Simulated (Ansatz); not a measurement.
Basis-set extrapolation for `OB[Si](F)([SiH3])Cl` (PBE0-D4/def2-TZVP geometry, frozen core, Ansatz 0.2.0). Multiplicity 1, RHF reference.

|  | def2-TZVPP | def2-QZVPP |
| --- | --- | --- |
| HF | -1239.543004 | -1239.583246 |
| MP2 correlation | -1.011723 | -1.101053 |
| CCSD(T) correlation | -1.109052 | not run |

Energies in hartree. Use E(X) = E(∞) + A·exp(−7.88·√X) for Hartree–Fock and E(X) = E(∞) + B·X^(−2.97) for correlation, with X = 3 and 4, and add CCSD(T) minus MP2 of the smaller set to the MP2 limit.

**Question.** What is the CCSD(T) energy at the basis-set limit?

**Answer.** HF limit: -1239.583246 + (-0.040242) × 0.13774 = -1239.58879. MP2 limit: -1.101053 + (-0.089330) × 0.74074 = -1.16722. Higher-order term: -1.109052 − (-1.011723) = -0.09733. Total: -1240.85334 hartree, 5.48 eV below CCSD(T)/def2-TZVPP.
